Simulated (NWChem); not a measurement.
System: BPH4; SMILES BP

```xyz
6

B      0.0073    -1.2999     0.0000
H     -0.0518    -1.8932    -1.0489
H     -0.0518    -1.8932     1.0489
P     -0.0886     0.5535     0.0000
H      0.6984     0.9916    -1.0942
H      0.6984     0.9916     1.0942
```
Atoms are numbered in this order, from 1.

Program: NWChem. All runs use the structure optimised with PBE0/def2-SVP.

What does the run give for Hartree-Fock/STO-3G? Quantities: highest occupied level (eV); orbital gap (eV); dipole (D).


```
Item                         Result
---------------------------  ------
highest occupied level (eV)   -7.22
orbital gap (eV)              13.89
dipole (D)                     0.81
```
